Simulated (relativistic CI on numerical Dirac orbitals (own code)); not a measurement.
Computed by Dirac-Coulomb-Breit CI, KLI orbitals optimised for each configuration, model QED (radiative potential, 1s self-energy scaled to tabulated hydrogen-like ionisation energies), unscaled Slater integrals (own radial code, finite nucleus).

CI space (outside the closed core [Ne]): 3s2, 3s 3p, 3p2, 3s 3d, 3d2, 3p 3d, 3p 4s, 3s 4s, 3d 4s, 3s 4p, 3s 4d, 3s 4f, 3s 5s, 3s 5p, 3s 5d, 4s2, 3s 5f, 3s 5g, 3s 6s, 3s 6p, 3s 6d. Levels of other configurations are missing.

At this charge energies of transitions that change n are usually good to better than 1 %, and those within a shell (Δn = 0) to a few per cent.

Outline of the computed level scheme of Ni XVII. Lowest level of each configuration: 3s2 1S_0 at 0.000 eV; 3s 3p 3P°_0 at 32.625 eV; 3p2 3P_0 at 78.076 eV; 3s 3d 3D_1 at 96.037 eV; 3p 3d 3F°_2 at 130.821 eV; 3d2 3F_2 at 193.696 eV; 3s 4s 3S_1 at 271.473 eV; 3s 4p 3P°_0 at 288.027 eV; 3s 4d 3D_1 at 310.027 eV.

Some strong electric-dipole decays among the lowest 45 levels: 3s 4d 3D_3 → 3s 3p 3P°_2 (6.4e+11 s⁻¹); 3s 4d 1D_2 → 3s 3p 1P°_1 (5.7e+11 s⁻¹); 3s 4d 3D_2 → 3s 3p 3P°_1 (4.7e+11 s⁻¹); 3s 4s 1S_0 → 3s 3p 1P°_1 (4.2e+11 s⁻¹); 3s 4p 1P°_1 → 3s2 1S_0 (3.8e+11 s⁻¹); 3s 4d 3D_1 → 3s 3p 3P°_0 (3.5e+11 s⁻¹); 3s 4s 3S_1 → 3s 3p 3P°_2 (2.8e+11 s⁻¹); 3s 4d 3D_1 → 3s 3p 3P°_1 (2.6e+11 s⁻¹).

LS names give the leading component of a level, which can be under half, so a name can repeat, a term be missing and a line seem to break the LS rules.
